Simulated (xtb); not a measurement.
Be(OH)(GeH3) (BeGeH4O), SMILES [OH][Be][GeH3]. All values are semi-empirical tight-binding results from xtb (GFN2-xTB unless named), good for trends rather than for accurate numbers. Geometry optimised at GFN2-xTB. Other conformers were not sampled.

For metal compounds this method's bond lengths and energies can be far off.

Computed properties:
| Property | Result |
|---|---|
| orbital gap | 5.30 eV |
| zero-point energy | 23.6 kcal/mol |
| G − E(el) at 298.15 K (modified RRHO) | 5.8 kcal/mol |
